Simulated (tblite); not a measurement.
C₆H₁₀OSSi₂.
Structure used (GFN2-xTB), in Å, numbered top down from 1:
```xyz
20
C6H10OSSi2 angstrom
Si    -1.8086   -1.9862    0.5703
O     -0.4595   -1.1560    0.1601
C     -0.2925    0.1604   -0.1148
C     -1.2435    1.1124    0.2209
C     -1.0466    2.4485   -0.0800
C      0.1093    2.8491   -0.7274
C      1.0662    1.9102   -1.0623
C      0.8806    0.5696   -0.7546
S      2.1330   -0.5820   -1.2244
Si     2.1302   -1.9760    0.4175
H     -1.3100   -3.3443    0.4349
H     -2.8915   -1.6581   -0.3569
H     -2.2042   -1.6558    1.9419
H     -2.1443    0.7879    0.7202
H     -1.7989    3.1724    0.1938
H      0.2688    3.8887   -0.9685
H      1.9753    2.1984   -1.5665
H      1.7798   -1.2437    1.6250
H      3.5410   -2.3477    0.4521
H      1.3103   -3.1371    0.1157
```

Calculated harmonic vibrations of the isolated species, GFN2-xTB (tblite), most abundant isotopes, no scaling. This tight-binding method is rough: wavenumbers can miss measured ones by several per cent, in bad cases by 10 to 20. Modes of hydrogen on silicon can be 10 to 20 % off. One conformer, not necessarily the lowest.

Harmonic wavenumbers (cm⁻¹): 39.8, 72.0, 107.4, 126.3, 140.0, 173.3, 208.5, 257.5, 276.0, 361.5, 419.1, 425.7, 503.6, 511.4, 528.9, 540.5, 576.3, 603.2, 628.0, 660.2, 681.9, 726.9, 749.4, 756.4, 780.0, 793.2, 804.2, 815.7, 831.9, 868.1, 903.1, 918.0, 918.7, 1045.5, 1092.4, 1153.9, 1174.5, 1234.2, 1265.6, 1316.3, 1417.8, 1455.2, 1569.1, 1580.0, 2238.8, 2269.2, 2301.6, 2328.7, 2344.2, 2358.7, 3081.3, 3089.0, 3097.7, 3106.7.

A = 995.8, B = 831.8, C = 484.1 MHz; mass 185.999 u (most abundant isotopes); point group C1, symmetry number 1.

Question: Zero-point energy?

Answer: ½Σν̃ = 29114 cm⁻¹ = 348.27 kJ/mol.

Question: Entropy at 298.15 K, 1 bar (ideal gas, RRHO, classical rotation)?

Answer: Translation 174.03, rotation 129.96, vibration 151.68: S = 455.7 J/(mol K).

Question: And Cp and H(298.15 K) − H(0)?

Answer: Cp = 201.88 J/(mol K), of which vibrations give 168.62 (their classical limit is 54 R = 449.0); H(298.15 K) − H(0) = 34.39 kJ/mol without the zero-point energy, 24.48 from vibrations.

Question: Blend soft modes into free rotors: weight 1/[1 + (100 cm⁻¹/ν̃)⁴] for the oscillator and the rest for a rotor with moment μB/(μ + B), μ = h/(8π²ν), B = 10⁻⁴⁴ kg m². What vibrational entropy results?

Answer: 140.97 J/(mol K) in place of 151.68, which changes −T·S at 298.15 K by +3.19 kJ/mol.

Question: How do the functions run with temperature in this model?

Answer: 
```
 T (K)  S (J/(mol K))  Cp (J/(mol K))  H − H(0) (kJ/mol)  G − H(0) (kJ/mol)  ln q(vib)
    50          259.8            58.8               2.17             -10.82       0.62
   100          309.6            87.2               5.84             -25.12       2.02
373.15          505.1           239.1              50.97            -137.51      10.86
   500          582.3           288.0              84.57            -206.57      15.06
   750          712.1           351.0             165.14            -368.92      22.91
  1000          818.7           389.4             258.06            -560.69      30.03
```

q(vib) and H(0) count from the zero-point level.

Hindered rotation and anharmonicity are outside this model. Other conformers, if any are populated, would add a mixing term that is left out. The structure is chiral; the term R ln 2 for an equal mix with its mirror image is left out.
